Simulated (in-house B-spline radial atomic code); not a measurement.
## Ionising Bi2+ with different functionals

Computed with an all-electron radial atomic-structure program (B-spline basis): four-component Dirac-Coulomb Hamiltonian, Fermi nucleus of rms radius 5.5211 fm, spin-restricted, spherical fractional occupations for the functionals. The ionisation energy is the difference of two self-consistent energies, [Xe] 4f14 5d10 6s2 6p1 → [Xe] 4f14 5d10 6s2, without Breit or QED terms; ε is the level of the shell that loses the electron (mean over j). The electron is taken from both j subshells in proportion to 2j + 1, so the result is a j average, not the step between ground levels.

Hybrids are left out here: with spherical fractional occupations of an open shell their exact exchange keeps a self-interaction that integer-occupation calculations don't have.

```
           method  rung  ΔSCF (eV)  -ε(6p) (eV)
         LDA VWN5   LDA      23.93        19.74
 relativistic LDA   LDA      23.91        19.72
         LDA PW92   LDA      23.93        19.74
LDA exchange-only   LDA      22.72        18.54
              PBE   GGA      23.57        19.39
           PBEsol   GGA      23.58        19.42
             BLYP   GGA      23.64        19.40
             RPBE   GGA      23.43        19.26
             PW91   GGA      23.66        19.47
             BP86   GGA      23.71        19.56
             AM05   GGA      23.54        19.38
             OLYP   GGA      23.31        19.10
```

Task: How do they compare with the NIST value?

Result: NIST lists 25.571 eV (measured, ground level to ground level). Errors run from -2.85 to -1.64 eV. The correlated functionals all miss on the same side by more than they spread, so the cause is common to them (Breit-QED terms, spin polarisation, the choice among j levels, multiplet and fine-structure energies, or a listed next ion that isn't the cheapest removal here) and closeness doesn't rank the functionals.
